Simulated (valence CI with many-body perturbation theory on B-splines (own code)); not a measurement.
# Sb XXXVIII: what each term of the Hamiltonian does

Calculated by configuration interaction combined with many-body perturbation theory (CI+MBPT): four valence electrons over a frozen Dirac-Fock core [Ne], a basis of 11 s, 11 p, 9 d, 7 f, 5 g, 2 h, 1 i functions for each j, with the one-electron correlation potential Σ1, the two-electron term Σ2, the three-electron term Σ3, Breit, model QED; selected CI, second order for the rest (own B-spline code, finite nucleus).

The last digits are not significant, and no measured levels were compared; by estimate large intervals hold to a few tenths of a per cent, small ones and those within an open d or f shell to about a per cent.

Each rung adds one term. CI alone is the Dirac-Coulomb CI over the frozen core; QED comes last and gives the full result, which names the levels. Energies are above (3s^2 3p1/2^2) J=0 on the same rung, in cm⁻¹.

Levels are named by their leading jj configuration (3d3/2^4 stands for four electrons in 3d with j = 3/2), which in mixed levels can hold well under half, so a name can repeat and another be missing. Letters in brackets count levels of one name in rising energy.

| Level | CI alone | Σ1 | Σ2 | Σ3 | Breit | QED | Full |
| --- | --- | --- | --- | --- | --- | --- | --- |
| (3s^2 3p1/2 3p3/2) J=1 | 451739 | +565 | +528 | +129 | -7467 | +901 | 446394 |
| (3s^2 3p1/2 3p3/2) J=2 | 500895 | +576 | +248 | +26 | -8629 | +951 | 494066 |
| (3s^2 3p3/2^2) J=2 | 986738 | +1132 | +758 | +64 | -15514 | +1782 | 974961 |
| (3s^2 3p3/2^2) J=0 | 1091530 | +1136 | +336 | -189 | -14336 | +1695 | 1080170 |
| (3s 3p1/2^2 3p3/2) J=2 | 1205030 | -1076 | +794 | +487 | -1225 | -7967 | 1196040 |
| (3s 3p1/2^2 3p3/2) J=1 | 1355920 | -1052 | -798 | +333 | -1550 | -7261 | 1345590 |
| (3s^2 3p1/2 3d3/2) J=2 | 1557440 | -919 | -823 | -102 | -11609 | -534 | 1543450 |
| (3s 3p1/2 3p3/2^2) J=2 [a] | 1598340 | -531 | +1468 | +551 | -9173 | -5623 | 1585030 |
| (3s 3p1/2 3p3/2^2) J=3 | 1677180 | -477 | +677 | +350 | -12495 | -4395 | 1660840 |
| (3s^2 3p1/2 3d3/2) J=1 | 1754960 | -909 | -4815 | -676 | -9175 | -2193 | 1737190 |
| (3s 3p1/2 3p3/2^2) J=0 | 1802100 | -526 | +479 | +303 | -7470 | -6632 | 1788250 |
| (3s^2 3p1/2 3d5/2) J=2 | 1810200 | -473 | -2331 | -305 | -13026 | -2324 | 1791740 |
| (3s^2 3p1/2 3d5/2) J=3 | 1815780 | -443 | -1788 | -351 | -14630 | -2223 | 1796350 |
| (3s 3p1/2 3p3/2^2) J=1 [a] | 1865180 | -532 | -934 | +107 | -9262 | -5857 | 1848700 |
| (3s 3p1/2 3p3/2^2) J=2 [b] | 1909870 | -520 | -3268 | -151 | -10652 | -4906 | 1890370 |
| (3s 3p1/2 3p3/2^2) J=1 [b] | 1951840 | -565 | -4263 | -35 | -7577 | -6988 | 1932420 |
| (3s^2 3p3/2 3d5/2) J=2 | 2156980 | +106 | +561 | +218 | -20312 | -1699 | 2135860 |
| (3s^2 3p3/2 3d5/2) J=4 | 2193610 | +162 | -521 | -249 | -24168 | +923 | 2169760 |
| (3s^2 3p3/2 3d3/2) J=2 | 2210660 | -424 | -5231 | -664 | -16721 | -1252 | 2186370 |

The middle columns are the shifts that each term adds.

(1) How does the ionisation energy move along the ladder, and which term matters most?

## Answers

(1) CI alone 2571.3, + Σ1 2572.2, + Σ2 2572.2, + Σ3 2572.0, + Breit 2569.5, + QED 2569.6 eV. The largest step is Breit, -2.5 eV. NIST lists 2567 ± 4 eV (theoretical).
